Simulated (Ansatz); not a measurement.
Relative stability

The two ends of one reaction step of SiNH7F2, singlet (PBE0-D4/def2-TZVP).

A:

| atom | x (Å) | y (Å) | z (Å) |
| --- | --- | --- | --- |
| Si1 | -0.4964 | 0.3578 | -1.1862 |
| N2 | 0.2085 | -1.0517 | -0.3633 |
| H3 | -0.8463 | 0.0153 | -2.5913 |
| H4 | -1.7197 | 0.7191 | -0.4422 |
| H5 | 0.5314 | 1.4182 | -1.1730 |
| H6 | 0.3230 | 1.0585 | 2.0096 |
| F7 | -0.0224 | 1.9013 | 1.7624 |
| H8 | 0.5787 | -0.7279 | 1.0775 |
| F9 | 0.8035 | -0.4665 | 2.0146 |
| H10 | -0.4247 | -1.8426 | -0.3112 |
| H11 | 1.0642 | -1.3817 | -0.7970 |

B:

Si1  (-0.807, 0.954, -0.838)
N2  (0.599, -1.204, -0.174)
H3  (-1.540, -0.184, -1.428)
H4  (-1.612, 2.177, -1.121)
H5  (0.545, 1.196, -1.380)
H6  (0.290, 0.492, 1.950)
F7  (-0.843, 0.959, 0.793)
H8  (1.237, -1.029, 0.597)
F9  (0.987, 0.135, 2.461)
H10  (0.001, -1.973, 0.108)
H11  (1.144, -1.521, -0.967)
(Å)

Program: Ansatz 0.2.0. Basis: def2-TZVPP. Cores are frozen in the correlated methods. B3LYP uses VWN-RPA correlation.

(1) Which structure is lower at CCSD(T), and by how much? (To be estimated.)

T1 diagnostic: at most 0.010.

## Answers

(1) By the calculation: B, by 51.2 kJ/mol (electronic energy, against the other). By their contacts, A is a complex of SiNH₅ ([NH2][SiH3]) + HF + HF and B is a complex of SiH₃F ([F][SiH3]) + NH₃ + HF.

All methods give the same order:

```json
{"method": "SPW92", "E(B) − E(A) (kJ/mol)": "-24.2"}
{"method": "PBE-D4", "E(B) − E(A) (kJ/mol)": "-36.4"}
{"method": "BLYP-D4", "E(B) − E(A) (kJ/mol)": "-44.6"}
{"method": "r2SCAN-D4", "E(B) − E(A) (kJ/mol)": "-46.8"}
{"method": "B97M-V", "E(B) − E(A) (kJ/mol)": "-61.7"}
{"method": "PBE0-D4", "E(B) − E(A) (kJ/mol)": "-41.4"}
{"method": "B3LYP-D4", "E(B) − E(A) (kJ/mol)": "-47.8"}
{"method": "r2SCAN0-D4", "E(B) − E(A) (kJ/mol)": "-48.7"}
{"method": "BHLYP-D4", "E(B) − E(A) (kJ/mol)": "-56.0"}
{"method": "CAM-B3LYP-D4", "E(B) − E(A) (kJ/mol)": "-48.1"}
{"method": "wB97X-V", "E(B) − E(A) (kJ/mol)": "-50.2"}
{"method": "wB97M-V", "E(B) − E(A) (kJ/mol)": "-53.8"}
{"method": "B2PLYP", "E(B) − E(A) (kJ/mol)": "-49.9"}
{"method": "PBE-QIDH", "E(B) − E(A) (kJ/mol)": "-46.6"}
{"method": "RPA on PBE", "E(B) − E(A) (kJ/mol)": "-52.5"}
{"method": "HF", "E(B) − E(A) (kJ/mol)": "-71.8"}
{"method": "MP2", "E(B) − E(A) (kJ/mol)": "-48.0"}
{"method": "CCSD", "E(B) − E(A) (kJ/mol)": "-54.5"}
{"method": "CCSD(T)", "E(B) − E(A) (kJ/mol)": "-51.2"}
```

Labels in which every atom is bracketed show which atoms are joined, not bond orders.

For scale, one of the runs: CCSD(T)/def2-TZVPP, 233 basis functions, launched by `ansatz run in.yaml --threads 4 --pin off --events-out ev --progress --plain --max-ram 9574MiB`. Hardware: 4 CPU threads of an AMD EPYC 7R43, shared host. Wall time 2.6 min; peak host memory 4.3 GiB.
